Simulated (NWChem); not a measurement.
Ionisation of NS

SMILES: [N]=S
```xyz
2

N      0.0000     0.0000     1.0445
S      0.0000     0.0000    -0.4570
```
Charge 0, spin multiplicity 2.

Everything below was run with NWChem. The geometry was optimised at UPBE0/def2-SVP, a minimum by its harmonic frequencies.

Basis set: def2-TZVP. The species with one electron less has spin multiplicity 1 and keeps the geometry of the parent. Δ marks differences of total energies (open shells unrestricted). −ε marks an orbital energy of the parent. That orbital need not have the symmetry of the hole or added electron in the Δ rows. That singlet is a closed-shell solution.

B3LYP has NWChem's definition, with VWN1-RPA local correlation. The structure started from a generated list of species. The unpaired electrons of the parent sit in orbitals of symmetry b1 (C2v labels of the run); other states weren't searched. The stability of the SCF solutions was not checked.

Task: Order these methods by the first vertical ionisation energy they give, lowest first: −ε(alpha HOMO) of B3LYP, −ε(alpha HOMO) of PBE, −ε(alpha HOMO) of TPSS, ΔB3LYP.

Result: −ε(alpha HOMO) of PBE (4.86 eV), −ε(alpha HOMO) of TPSS (5.07 eV), −ε(alpha HOMO) of B3LYP (6.11 eV), ΔB3LYP (9.31 eV)
